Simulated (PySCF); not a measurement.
Atoms are numbered as in `[CH3:1][P:2]1(=[O:3])[CH:4]=[CH:5][CH2:6][CH:7]=[CH:8]1`; H(Xn) means a hydrogen on atom n.

Fast rotation and ring inversion assumed for equivalent nuclei, in vacuum, a single conformation, non-relativistic. Shieldings: GIAO PBE0/pcSseg-1; GFN2-xTB structure; PySCF.

References, each an isolated molecule treated in the same way: 13C and 1H vs TMS; 31P vs H3PO4; 17O against H2O.

```csv
atoms,nucleus,count,Hirshfeld charge,δ (ppm)
Ha(C6),1H,1,0.06,2.57
O3,17O,1,-0.42,105.6
Hb(C6),1H,1,0.05,3.04
H(C4)/H(C8),1H,2,0.06,6.58
C6,13C,1,-0.07,33.6
H(C5)/H(C7),1H,2,0.05,6.83
H(C1),1H,3,0.05,1.33
P2,31P,1,0.42,?
C4/C8,13C,2,-0.10,?
C5/C7,13C,2,-0.02,?
C1,13C,1,-0.17,21.5
```

Complete the table.

## Answers


- C5/C7: 147.3 ppm, alkene CH; the olefinic region
- C4/C8: 138.0 ppm, alkene CH; as expected for a trigonal carbon in a double bond
- P2: -24.5 ppm, phosphorus bonded to 3 C, O, in a 6-membered ring

Shifts are as computed. Against solution values, carbons near 30 ppm lie about +3 ppm off and those near 130 ppm about +5 ppm. Of 1211 compounds with measured shifts, 218 miss one by over three times the rms of a fit or turn the order of signals round; such compounds aren't used in these exercises. Experimental scales use liquid or dissolved standards, which lie at an offset from isolated H2O (liquid H2O: subtract about 36 ppm) and H3PO4.
